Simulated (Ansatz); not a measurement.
Ideal-gas functions of `[OH][SnH]1[CH2][S]1` at 600 K and 1 bar, from an Ansatz frequency run at PBE0-D4/def2-TZVP.

Molar mass 182.82 g/mol, point group C1 (symmetry number 1), electronic degeneracy 1, moments of inertia 76.8, 230.605, 248.193 u Å². Harmonic wavenumbers (cm⁻¹, unscaled): 125, 156, 229, 333, 423, 510, 543, 635, 698, 717, 879, 963, 990, 1415, 2015, 3123, 3213, 3877.

Use S(trans) = R[1.5 ln M + 2.5 ln T − 1.1517]; rotational temperatures θ = 24.2544 K / I; S(rot) = R[ln(√π/σ · √(T³/θAθBθC)) + 1.5]; for each mode x = 1.438777 ν̃/T, S = R[x/(eˣ − 1) − ln(1 − e⁻ˣ)] and H = RT x/(eˣ − 1); 1 cm⁻¹ = 0.0119627 kJ/mol; R = 8.31446 J/(mol·K).

Task: By hand: the entropy, in J/(mol·K).

Result: Translation 188.4. Rotation: θ = 0.3158, 0.1052, 0.0977 K, giving 120.8. Vibration, mode by mode: 18.36, 16.54, 13.40, 10.40, 8.54, 7.14, 6.68, 5.58, 4.94, 4.76, 3.50, 2.99, 2.84, 1.27, 0.39, 0.04, 0.03, 0.01, in all 107.4. Electronic 0.0. Sum 416.6 J/(mol·K).

Task: By hand: H − E and G − E in kJ/mol, counted from the electronic energy.

Result: Zero-point energy ½ × 20844 × 0.0119627 = 124.7; thermal vibration 33.9; translation, rotation and pV give 4 RT = 20.0. H − E = 178.6 kJ/mol, and G − E = 178.6 − 600 × 416.6/1000 = -71.4 kJ/mol.

Vibration gives 26 % of the entropy, 18.4 J/(mol·K) of it from the mode under 150 cm⁻¹: soft modes count most, and the harmonic formula is weakest for them. The sum counts one conformer and one mirror image; others add a mixing term.
